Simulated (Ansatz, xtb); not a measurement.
Molecule: AlO2, charge 0, multiplicity 2. It need not be the lowest isomer of its formula. SMILES: [Al]([O])[O]
Geometry from a B3LYP-D3(BJ)/def2-TZVP (Ansatz, a quantum-chemistry and plane-wave program) optimisation:
```xyz
3

Al     0.0000     0.0000     0.0000
O      0.0000     0.0000     1.6498
O      0.0000     0.0000    -1.6498
```
Charge 0, spin multiplicity 2.

Harmonic wavenumbers from GFN2-xTB (xtb, at its own minimum), cm⁻¹: 256, 256, 717, 1166.

**Question.** Give the harmonic wavenumbers at B3LYP-D3(BJ)/def2-TZVP (Ansatz, finite differences of forces, unscaled).

**Answer.** 183, 212, 780, 839 cm⁻¹. Zero-point energy 2.9 kcal/mol.

**Question.** From these and the geometry, give the ideal-gas thermochemistry at 298.15 K and 1 atm (rigid rotor, harmonic oscillator).

**Answer.** Point group D∞h, rotational symmetry number 2. Rotational constants 5.803, 5.803 GHz. S(trans) 38.14, S(rot) 14.47, S(vib) 4.73, S(elec, spin only) 1.38, S 58.7 cal/(mol K). H(298) - H(0) 2.88 kcal/mol; G - E(el) -11.8 kcal/mol.
